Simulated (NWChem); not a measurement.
Species: CH2BFO2; SMILES O=CB(O)F

```xyz
7

O     -0.6163    -1.9168     0.0941
C      0.1981    -1.0657     0.4126
B     -0.0368     0.5112     0.1644
O     -1.1718     0.9479    -0.4187
F      0.9231     1.3714     0.5522
H      1.1781    -1.3664     0.9096
H     -1.1942     1.9198    -0.5128
```
Atoms are numbered in this order, from 1.

Level: PBE-D3(BJ)/def2-SVP (NWChem), optimised geometry, unscaled harmonic frequencies. 

```csv
frequency (cm⁻¹),IR intensity (km/mol)
61,4.5
196,4.0
391,14.9
439,2.4
528,54.7
620,148.8
768,5.6
923,4.9
959,72.9
1261,163.8
1371,24.5
1445,239.8
1754,56.1
2722,171.8
3713,73.9
```

The zero-point energy is 24.5 kcal/mol. The thermal correction to the enthalpy at 298.15 K (with zero-point energy) is 28.5 kcal/mol and the heat capacity Cv is 16.8 cal/(mol K). The entropy at 298.15 K and 1 atm (symmetry number 1) is 74.4 cal/(mol K) and the dipole moment is 2.70 D.

Rigid rotor and harmonic oscillator; modes under 100 cm⁻¹ make the entropy uncertain.
